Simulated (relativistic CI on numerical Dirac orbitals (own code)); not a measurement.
Calculated at this level of theory: Dirac-Coulomb-Breit CI, KLI orbitals optimised for each configuration, model QED (radiative potential, 1s self-energy scaled to tabulated hydrogen-like ionisation energies), unscaled Slater integrals (own radial code, finite nucleus).

Configurations in the expansion (outside the closed core [Ne]): 3s²3p², 3s²3p3d, 3s3p³, 3s²3d², 3p⁴, 3s3p²3d, 3p²3d², 3s3p3d², 3p³3d, 3s²3d4s, 3s²3d4p, 3s3p3d4s, 3p³4s, 3s²3p4s, 3s3p3d4p, 3p³4p, 3s²3p4p, 3p²3d4s, 3s²3p4d, 3p²3d4p, 3s3p²4s, 3s²3p4f, 3s3p²4p, 3s3p²4d, 3s3p²4f, 3s²4s², 3s²3p5s, 3s²3p5p, 3s²4s4p, 3s²3p5d, 3s²3p5f, 3s²3p5g, 3s²4p², 3s3p4s², 3s3p²5s, 3s3p4s4p. Levels of other configurations are missing.

At this charge energies of transitions that change n are usually good to better than 1 %, and those within a shell (Δn = 0) to a few per cent.

Outline of the computed level scheme of Lu LVIII. Lowest level of each configuration: 3s²3p² ³P0 at 0.000 eV; 3s3p³ ³P°2 at 441.742 eV; 3s²3p3d ³F°2 at 493.375 eV; 3s3p²3d ³D1 at 655.613 eV; 3p⁴ ³P2 at 911.172 eV.

Some strong electric-dipole decays among the lowest 45 levels: 3s²3p3d ³D°1 → 3s²3p² ³P0 (3.4e+12 s⁻¹); 3s3p²3d ³D1 → 3s3p³ ³D°1 (2.7e+12 s⁻¹); 3s²3p3d ³P°1 → 3s²3p² ³P1 (2.6e+12 s⁻¹); 3s²3p3d ³D°2 → 3s²3p² ¹D2 (2.5e+12 s⁻¹); 3s²3p3d ³P°0 → 3s²3p² ³P1 (2.4e+12 s⁻¹); 3s3p²3d ³D2 → 3s3p³ ³P°2 (2.3e+12 s⁻¹); 3s3p²3d ³D1 → 3s²3p3d ³F°2 (1.9e+12 s⁻¹); 3s3p³ ³S°1 → 3s²3p² ¹D2 (1.8e+12 s⁻¹).

LS names give the leading component of a level, which can be under half, so a name can repeat, a term be missing and a line seem to break the LS rules.
